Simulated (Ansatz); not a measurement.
`C[Si](C)(C)F` and `C[Si](C)(C)[O][Cu]` differ in one atom or group.

Ansatz, PBE0-D4/def2-TZVP geometries, multiplicity 1. Each molecule was computed in one conformer, which needn't be the lowest.

Scalar relativity is left out up to krypton.

```
                                                                                  property  `C[Si](C)(C)F`
                                                     LUMO energy (ωB97M-V/def2-TZVPP) / eV            2.28
                                                   HOMO–LUMO gap (ωB97M-V/def2-TZVPP) / eV           13.12
ideal-gas entropy at 298 K and 1 bar (rigid rotor, harmonic PBE0-D4/def2-TZVP) / J/(mol·K)             352
                                                      HOMO–LUMO gap (PBE0/def2-TZVPP) / eV            9.50
                                          size of the dipole moment (B3LYP/def2-TZVPP) / D            1.78
                                                       HOMO–LUMO gap (PBE/def2-TZVPP) / eV            7.36
```

Give the same properties after the change, and the shifts. (Estimate.)

The calculation gave: 
```
                                                                                  property  `C[Si](C)(C)[O][Cu]`  shift
                                                     LUMO energy (ωB97M-V/def2-TZVPP) / eV                 -1.18  -3.46
                                                   HOMO–LUMO gap (ωB97M-V/def2-TZVPP) / eV                  7.98  -5.14
ideal-gas entropy at 298 K and 1 bar (rigid rotor, harmonic PBE0-D4/def2-TZVP) / J/(mol·K)                   423     71
                                                      HOMO–LUMO gap (PBE0/def2-TZVPP) / eV                  4.06  -5.44
                                          size of the dipole moment (B3LYP/def2-TZVPP) / D                  4.18   2.40
                                                       HOMO–LUMO gap (PBE/def2-TZVPP) / eV                  1.65  -5.71
```

With PBE0 the HOMO rises by 1.77 eV and the LUMO falls by 3.68 eV, so the gap narrows by about 5.45 eV. PBE moves the HOMO by 1.80 eV and ωB97M-V by 1.69 eV. The zero-point energy changes by 2.9 kJ/mol with +3 modes. Dipoles are sizes alone; their direction can turn. Modes under 60 cm⁻¹, often nearly free rotors, make the harmonic entropy too high.

B3LYP here is the variant with VWN-RPA as its local correlation; programs differ in this.
